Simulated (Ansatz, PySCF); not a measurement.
C₃HBrClF, SMILES FC=C=C(Cl)Br. Atoms are numbered in the order given.

```xyz
7

F     -3.3739    -0.6677     0.4324
C     -2.5530     0.1135    -0.2761
C     -1.2540    -0.0549    -0.3184
C      0.0435    -0.1692    -0.3862
Cl     0.8570    -1.1352    -1.5819
Br     1.2009     0.7248     0.8400
H     -3.0855     0.9055    -0.8152
```

Geometry: B3LYP-D3(BJ)/def2-SVP. This is a generated structure with no PubChem entry under its InChIKey; it may be hypothetical.

Two levels are set side by side: PBE-D3(BJ)/def2-SVP (Ansatz, an electronic-structure program) and B3LYP-D3(BJ)/def2-SVP (Ansatz). Each level has its own optimised geometry; the coordinates shown are those of the second. Frequencies come from the Hessian of PySCF at each geometry. Differences are taken from unrounded values.

```tsv
quantity	B3LYP-D3(BJ)	PBE-D3(BJ)	PBE-D3(BJ) minus B3LYP-D3(BJ)
mean bond length (Å)	1.449	1.455	0.006
bond F1–C2 (Å)	1.336	1.344	0.007
bond C2–C3 (Å)	1.311	1.320	0.009
bond C3–C4 (Å)	1.304	1.314	0.009
bond C4–Cl5 (Å)	1.739	1.739	0.000
bond C4–Br6 (Å)	1.909	1.910	0.001
bond C2–H7 (Å)	1.096	1.105	0.009
highest harmonic wavenumber (cm⁻¹)	3172	3092	-81
mean harmonic wavenumber (cm⁻¹)	890	862	-28
zero-point energy (kcal/mol)	19.08	18.48	-0.60
```

Exact exchange shortens and stiffens bonds; PBE has none. Differences between two approximate levels are no errors against the true value.
